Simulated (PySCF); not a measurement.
Molfile (atoms numbered from 1):
```
CH6ClFOSi2
     RDKit          3D

 12 11  0  0  0  0  0  0  0  0999 V2000
    0.9648    2.2444   -0.5387 F   0  0  0  0  0  0  0  0  0  0  0  0
    0.6877    0.9472    0.3698 Si  0  0  2  0  0  4  0  0  0  0  0  0
    1.8767   -0.3905   -0.2772 C   0  0  0  0  0  0  0  0  0  0  0  0
    1.4958   -1.9755    0.4510 Cl  0  0  0  0  0  0  0  0  0  0  0  0
   -0.8323    0.5385    0.1057 O   0  0  0  0  0  0  0  0  0  0  0  0
   -2.1969   -0.3424   -0.0910 Si  0  0  0  0  0  4  0  0  0  0  0  0
    0.8799    1.3185    1.7536 H   0  0  0  0  0  0  0  0  0  0  0  0
    1.8039   -0.5216   -1.3563 H   0  0  0  0  0  0  0  0  0  0  0  0
    2.9144   -0.1804   -0.0281 H   0  0  0  0  0  0  0  0  0  0  0  0
   -1.8379   -1.5571   -0.8171 H   0  0  0  0  0  0  0  0  0  0  0  0
   -2.6830   -0.6226    1.2573 H   0  0  0  0  0  0  0  0  0  0  0  0
   -3.0719    0.5408   -0.8550 H   0  0  0  0  0  0  0  0  0  0  0  0
  1  2  1  0
  2  3  1  0
  3  4  1  0
  2  5  1  0
  5  6  1  0
  2  7  1  1
  3  8  1  0
  3  9  1  0
  6 10  1  0
  6 11  1  0
  6 12  1  0
M  END
```

Geometry: GFN2-xTB; GIAO shifts from PySCF, gas phase, non-relativistic, averaged over equivalent atoms.

At PBE0/pcSseg-1 (153 basis functions, 22 s wall time on 1 thread of an Arm Neoverse V1, shared host):
```csv
atoms,δ (ppm)
F1,-157.2
Si2,-35.2
Si6,-38.2
C3,32.9
O5,40.8
H10/H11/H12,5.28
H7,4.80
H8,3.10
H9,2.85
```

Referencing at the same level of theory: 19F (170.95 ppm) against CFCl3; 29Si (349.16 ppm) and 13C (186.93 ppm) and 1H (31.72 ppm) vs TMS; H2O for 17O (336.08 ppm).

Predict the values at OPBE/aug-cc-pVDZ on the same geometry.

Results:


```
      atoms  δ at OPBE/aug-cc-pVDZ  change
         F1                 -169.2   -12.0
        Si2                  -21.7   +13.5
        Si6                  -29.3    +8.9
         C3                   32.6    -0.3
         O5                   36.1    -4.7
H10/H11/H12                   5.62   +0.34
         H7                   5.46   +0.66
         H8                   3.36   +0.26
         H9                   3.20   +0.35
```

References, each an isolated molecule treated in the same way: 19F (σref 167.37) against CFCl3; 29Si (σref 405.17), 13C (σref 197.17), 1H (σref 31.79) against TMS; 17O (σref 336.39) against H2O.

The largest change is at Si2 (silicon bonded to C, F, O, H). Cost: 204 basis functions, 33 s wall time on 1 thread of an Intel Xeon 6975P-C, shared host.

Carbons that carry Cl, above all several Cl atoms, come out too deshielded, partly because spin–orbit coupling is missing. Unscaled 19F shifts against computed CFCl3 carry errors that often reach 10 to 50 ppm. Experimental scales use liquid or dissolved standards, which lie at an offset from isolated H2O (liquid H2O: subtract about 36 ppm).
